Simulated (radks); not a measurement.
Values are calculated unless marked as measured or tabulated.
Spin polarisation of the 4f1 shell in neutral cerium. Start: [Xe] 4f(up 0.5, down 0.5) 5d(up 0.5, down 0.5) 6s2; electrons of 4f are moved from spin down to spin up, other shells keep equal spins. Code: a radial shooting solver on a logarithmic mesh with Libxc functionals. Model: scalar-relativistic Kohn-Sham, PBE, spin-polarised, spherical densities, point nucleus.

moment (Bohr magnetons)	E - E(0) (eV)	e(4f up) (eV)	e(4f down) (eV)	5d down minus up (eV)	6s down minus up (eV)	5p down minus up (eV)
0	0.000	-5.381	-5.381	0.000	0.000	0.000
0.25	-0.010	-5.464	-5.296	0.033	0.011	0.092
0.5	-0.042	-5.543	-5.207	0.067	0.021	0.183
0.75	-0.094	-5.618	-5.115	0.100	0.032	0.275
1	-0.168	-5.690	-5.020	0.134	0.043	0.367

At moment 1 the spin-polarisation energy is -0.168 eV and the 4f exchange splitting 0.670 eV, that is 0.670 eV per Bohr magneton; E = -I m^2/4 would give I = 0.671 eV.
